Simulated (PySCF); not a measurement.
Al(F)(NCO)(OH) (CHAlFNO2), SMILES O=C=[N][Al]([OH])[F].

Geometry: B3LYP-D3(BJ)/def2-SVP. The structure was generated by enumeration; whether it is a known compound was not checked. One conformer was computed; it need not be the lowest.

Computed with PBE/def2-TZVP (PySCF).

| Property | Value |
|---|---|
| total energy | -586.04970 hartree |
| point group | Cs |
| highest occupied level | -7.53 eV |
| lowest empty level | -1.80 eV |
| orbital gap | 5.73 eV |
| dipole moment | 2.10 D |
| quadrupole, principal values (traceless, Buckingham form, about the centre of nuclear charge) | -15.91, 7.17, 8.73 D·Å |
| mean static polarisability | 44.8 bohr³ (6.64 Å³) |
| polarisability, principal values | 31.1, 36.0, 67.3 bohr³ |
